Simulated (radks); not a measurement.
Valence configurations of Re (all share [Xe]). All-electron calculation, scalar-relativistic Kohn-Sham, r2SCAN, spin-unpolarised, spherical densities, finite nucleus; meta-GGA in the generalised Kohn-Sham scheme; Fermi nuclear charge, rms radius 5.3698 fm. Program: a radial shooting solver on a logarithmic mesh with Libxc functionals. Energies are relative to 4f14 5d5 6s2; eigenvalues in eV.

valence               E (eV)    e(4f)   e(5d)   e(6p)   e(6s)
4f14 5d5 6s2           0.000  -42.938  -5.446       -  -6.135
4f12 5d7 6s2          92.174  -62.471  -7.624       -  -6.273
4f14 5d4.5 6s2 6p0.5   2.403  -45.143  -7.045  -1.777  -7.093
4f12 5d9              91.135  -56.998  -3.974       -       -
4f14 5d7               2.452  -38.628  -2.794       -       -
4f13 5d6 6s2          41.747  -52.487  -6.530       -  -6.216
4f13 5d5.5 6s2 6p0.5  44.757  -54.848  -8.284  -1.748  -7.241
4f11 5d9 6s1          149.77  -69.714  -6.599       -  -5.167
4f14 5d6.5 6p0.5       3.732  -40.424  -4.187  -1.232       -
4f14 5d5 6s1 6p1       5.038  -44.669  -7.001  -2.035  -7.106

NIST lists [Xe] 4f14 5d5 6s2 as the ground configuration; this level of theory agrees among the configurations tried. The energies are those of spherical spin-averaged densities, not of single terms.
